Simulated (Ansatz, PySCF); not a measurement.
Species: MgBr (charge 0, doublet). 
Coordinates optimised at B3LYP-D3(BJ)/def2-TZVP (Ansatz, a program for electronic structure):
SMILES: [Mg][Br]
```xyz
2

Mg     0.0000     0.0000    -1.7741
Br     0.0000     0.0000     0.6083
```
Charge 0, spin multiplicity 2.

Dipole moments at this geometry, in debye (magnitudes).

```json
[
 {"level": "PBE/def2-TZVPD", "program": "Ansatz", "dipole (D)": "3.33"},
 {"level": "BLYP/def2-TZVPD", "program": "Ansatz", "dipole (D)": "3.42"},
 {"level": "BP86/def2-TZVPD", "program": "PySCF", "dipole (D)": "3.41"},
 {"level": "M06-L/def2-TZVPD", "program": "PySCF", "dipole (D)": "3.18"},
 {"level": "B97M-V/def2-TZVPD", "program": "Ansatz", "dipole (D)": "3.54"},
 {"level": "TPSSh/def2-TZVPD", "program": "PySCF", "dipole (D)": "3.33"},
 {"level": "MN15/def2-TZVPD", "program": "PySCF", "dipole (D)": "3.96"},
 {"level": "CAM-B3LYP/def2-TZVPD", "program": "Ansatz", "dipole (D)": "3.66"},
 {"level": "LC-wPBE/def2-TZVPD", "program": "Ansatz", "dipole (D)": "3.55"},
 {"level": "CCSD(T)/def2-SVPD", "program": "Ansatz", "dipole (D)": "3.42"}
]
```
